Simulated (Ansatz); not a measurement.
Basis-set series for C2H4ClIn. Charge 0, multiplicity 1. In: def2 effective core potential. The bonds changed during the relaxation, so this is another structure than the one it started from. Geometry: relaxed with PBE0-D4/def2-TZVP.

```
atom   x (Å)   y (Å)   z (Å)
 Cl1   0.214  -2.111   0.057
  C2   0.685  -0.529   0.557
  C3   0.797   0.479  -0.297
 In4  -2.264   0.211   0.574
  H5   0.888  -0.458   1.618
  H6   1.100   1.453   0.069
  H7   0.594   0.366  -1.353
  H8  -2.015   0.588  -1.224
```

```json
{"functional": "PBE0-D4", "basis": "def2-SVP", "functions": "92", "energy (Eh)": "-728.45474", "HOMO (eV)": "-5.42", "LUMO (eV)": "-1.35"}
{"functional": "PBE0-D4", "basis": "def2-TZVPP", "functions": "210", "energy (Eh)": "-728.70783", "HOMO (eV)": "-5.49", "LUMO (eV)": "-1.43"}
{"functional": "ωB97M-V", "basis": "def2-SVP", "functions": "92", "energy (Eh)": "-728.57638", "HOMO (eV)": "-7.37", "LUMO (eV)": "0.24"}
{"functional": "ωB97M-V", "basis": "def2-TZVPP", "functions": "210", "energy (Eh)": "-728.83384", "HOMO (eV)": "-7.48", "LUMO (eV)": "0.04"}
```

Question: Give the rows for def2-QZVPP. (Best estimate.)

Answer: Ansatz gave: 
| functional | basis | functions | energy (Eh) | HOMO (eV) | LUMO (eV) |
| --- | --- | --- | --- | --- | --- |
| PBE0-D4 | def2-QZVPP | 386 | -728.72686 | -5.50 | -1.45 |
| ωB97M-V | def2-QZVPP | 386 | -728.85227 | -7.50 | -0.03 |

Positive LUMOs are unbound and depend on the basis.
